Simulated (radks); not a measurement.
Q: All-electron atom: Ta3.25+ in [Kr] 4d10 4f14 5s2 5d(up 1.5, down 1.5) 5p(up 2.75, down 2) (fractional occupations, a model configuration). Calculated with a radial shooting solver on a logarithmic mesh with Libxc functionals: scalar-relativistic Kohn-Sham, BLYP, spin-polarised, spherical densities, finite nucleus; Fermi nuclear charge, rms radius 5.3507 fm. Some entries of the table are withheld. Estimate them.

orbital  occ.  eigenvalue (hartree)  <r> (bohr)  r(max) (bohr)
1s up       1             -2476.546     0.01867        0.01168
1s down     1             -2476.544     0.01867        0.01168
2s up       1             -426.6120     0.07896        0.06686
2s down     1             -426.6105     0.07896        0.06686
2p up       3             -374.1247     0.07056        0.05476
2p down     3             -374.1224     0.07056        0.05476
3s up       1             -98.72235      0.2048         0.1887
3s down     1             -98.72088      0.2048         0.1887
3p up       3             -83.10467      0.2049         0.1865
3p down     3             -83.10293      0.2049         0.1865
3d up       5             -64.85229      0.1856         0.1519
3d down     5             -64.85048      0.1856         0.1519
4s up       1             -21.15672      0.4588         0.4289
4s down     1             -21.15361      0.4588         0.4289
4p up       3             -16.03254      0.4878         0.4495
4p down     3             -16.02924      0.4877         0.4495
4d up       5              -9.46666      0.5231         0.4614
4d down     5              -9.46247      0.5230         0.4614
5s up       1              -3.95722       1.089         0.9846
5s down     1              -3.93219       1.088         0.9837
5p up    2.75              -2.69316       1.261            (1)
5p down     2              -2.66800       1.263            (2)
4f up       7                   (3)      0.6336         0.4410
4f down     7                   (4)      0.6320         0.4409
5d up     1.5              -1.24781       1.767          1.461
5d down   1.5              -1.23030       1.782          1.468

A: 
(1) 5p up r(max) (bohr): 1.114
(2) 5p down r(max) (bohr): 1.113
(3) 4f up eigenvalue (hartree): -2.20546
(4) 4f down eigenvalue (hartree): -2.19733
